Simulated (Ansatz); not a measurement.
This geometry of CH8Si2Te (12 atoms, charge 0, multiplicity 1) is a first-order saddle point.

The calculation used RKS r2SCAN-D4/def2-SVP (Ansatz 0.2.0).

```xyz
12
Properties=species:S:1:pos:R:3
Si -0.683 1.245 -1.043
C -0.547 -0.206 0.162
Si 1.130 -0.220 1.054
Te -1.006 -2.047 -0.940
H -1.970 1.178 -1.803
H -0.644 2.526 -0.274
H 0.453 1.212 -2.009
H -1.341 -0.102 0.922
H 1.974 0.920 0.578
H 0.905 -0.052 2.522
H 1.884 -1.485 0.822
H -0.079 -3.024 0.045
```

Question: Which two structures does it join? (They come from a converged band through this point; their orientation in space is the band's.)

Answer: No bond is made or broken. The dihedral Te4–C2–Si3–H11 goes from -60 to 60°. The two ends are copies of one structure, up to a mirror image or an exchange of like atoms.

First end point:

```xyz
12
Properties=species:S:1:pos:R:3
Si -0.932 1.370 -0.643
C -0.519 -0.323 0.088
Si 1.142 -0.352 0.983
Te -0.556 -1.801 -1.532
H -2.141 1.283 -1.518
H -1.214 2.331 0.468
H 0.218 1.871 -1.452
H -1.313 -0.610 0.799
H 2.241 -0.030 0.027
H 1.134 0.663 2.083
H 1.387 -1.701 1.576
H 0.630 -2.757 -0.845
```

Last end point:

```xyz
12
Properties=species:S:1:pos:R:3
Si -0.649 1.139 -1.202
C -0.565 -0.113 0.212
Si 1.123 -0.161 1.051
Te -1.095 -2.087 -0.584
H -1.924 0.980 -1.966
H -0.599 2.523 -0.639
H 0.502 0.938 -2.130
H -1.333 0.144 0.964
H 1.455 1.196 1.588
H 1.110 -1.135 2.184
H 2.168 -0.568 0.066
H -0.115 -2.912 0.489
```

Question: How far does it lie above each of them?

Answer: 0.115 eV above the first and 0.115 eV above the second. This is the barrier of this one path; another mechanism may lie lower.

Run time: 92 s on 2 threads of AMD EPYC 9R45 96-Core Processor (Zen 5) (shared host), peak memory 0.21 GiB.
